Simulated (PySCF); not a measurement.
# Spin states and ions at one geometry of [Tl(OH)2]−

PySCF 2.14.0, RKS PBE, Tl def2-SVP with ECP60, O def2-SVP, H def2-SVP; non-relativistic Hamiltonian with scalar-relativistic core potentials where named; density fitting; no spin-orbit coupling; singlets restricted, open shells unrestricted. The geometry is relaxed for charge -1, singlet, vacuum:

```xyz
5

Tl    1.4306   -0.4338    0.0318
O    -0.0950    0.1473    1.6164
H    -0.8751    0.3443    1.0587
O    -0.0950   -0.0897   -1.6206
H    -0.8751    0.1864   -1.0975
```

Energies count from the relaxed state; an electron taken off or put on is at rest in vacuum. Charges and spins are Mulliken's.

```csv
state,energy (eV),spin squared,charge on Tl1 (e),spin on Tl1 (e),dipole about the centre of mass (D)
"charge -1, singlet, vacuum",0.00,0.00,-0.12,0.00,1.91
"charge -1, triplet, vacuum",3.05,2.00,-0.33,1.37,1.19
```

**Question.** What does the state charge 0, doublet, vacuum give?

**Answer.** energy (eV) 2.59, spin squared 0.75, charge on Tl1 (e) 0.47, spin on Tl1 (e) 0.38, dipole about the centre of mass (D) 1.36.

With an electron taken off (doublet) the charges change, summed by element, by Tl +0.59 e, O +0.28 e, H +0.12 e. The vertical ionisation energy is 2.59 eV, against −ε(HOMO) = -0.40 eV of the relaxed state. The level lies 3.0 eV too high, as is usual for semilocal functionals and global hybrids, which keep a self-interaction error.

Open shells may have lower solutions than those found. Hard to converge, so the more doubtful: charge 0, doublet, vacuum. The basis has no diffuse functions, which an anion needs.
